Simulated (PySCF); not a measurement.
**Static response to an electric field**

C8H12.
Cartesian coordinates in Å at the GFN2-xTB level; atoms count from 1:
```
atom  x, y, z in Å
C1     3.7012   -0.3498   -0.0122
C2     2.3881   -0.2256   -0.1788
C3     1.4784    0.0258    0.9162
C4     0.1547    0.1719    0.8428
C5    -0.7081    0.1169   -0.3873
C6    -1.3908    1.4707   -0.5856
C7    -1.6657   -1.0344   -0.2283
C8    -2.9812   -0.9636   -0.1529
H9     4.1555   -0.2693    0.9621
H10    4.3690   -0.5354   -0.8358
H11    1.9671   -0.3109   -1.1711
H12    1.9524    0.1034    1.8877
H13   -0.4000    0.3595    1.7538
H14   -0.0895   -0.0920   -1.2659
H15   -0.6357    2.2414   -0.7258
H16   -2.0335    1.4499   -1.4626
H17   -1.9884    1.7319    0.2846
H18   -1.1747   -1.9978   -0.1575
H19   -3.5196   -0.0337   -0.2151
H20   -3.5841   -1.8482   -0.0306
```

Level: PBE0/def2-SVPD (PySCF), static field, nuclei fixed, core orbitals frozen in the response. The polarisability tensor in these axes (au):

```
x   161.05  -3.77   0.72
y    -3.77  78.37   0.03
z     0.72   0.03  77.91
```

Q: What are the eigenvalues, a third of the trace, and Δα (Δα² = ½Σ(αi − αj)² over the three pairs)?

A: Principal values 77.89, 78.21 and 161.23 au; mean 105.78 au = 15.67 Å³ = 17.44 × 10⁻⁴⁰ C²·m²/J; Δα = 83.18 au (79 % of the mean).

Q: What is the dipole moment, and where does it point?

A: (-0.05, 0.18, -0.18) D, 0.26 D in size, pointing from the negative to the positive side. Measured along this direction, the outermost atoms are H9 and H12 at the negative end and H16 at the positive end.

Q: Find the Langevin capture rate constant for H3+ (3.023 u) meeting this molecule (108.094 u), k = 2.342 × 10⁻⁹ cm³/s × √(α in Å³ / reduced mass in u).

A: The reduced mass is 2.94 u, so k = 5.41 × 10⁻⁹ cm³/s.

Q: Rayleigh depolarisation ratio (linearly polarised light, static tensor)?

A: ρ = 3Δα²/(45ᾱ² + 4Δα²) = 20755.2/(503478 + 27673.6) = 0.0391.

Q: In a dilute gas of rigid molecules at 350 K, how does the orientational term μ²/3kT compare with the electronic polarisability?

A: In Gaussian units μ²/3kT = 0.46 Å³ against 15.67 Å³, a ratio of 0.03; the Debye molar polarisation (4π/3)N_A(α + μ²/3kT) is 40.7 cm³/mol, leaving out the vibrational part.

Geometry: GFN2-xTB, one conformer, isolated molecule.

The run behind these numbers computed excited states as well. On one thread of an Arm Neoverse N1 (shared host), this took 83 s and 1.0 GiB of memory at its peak.
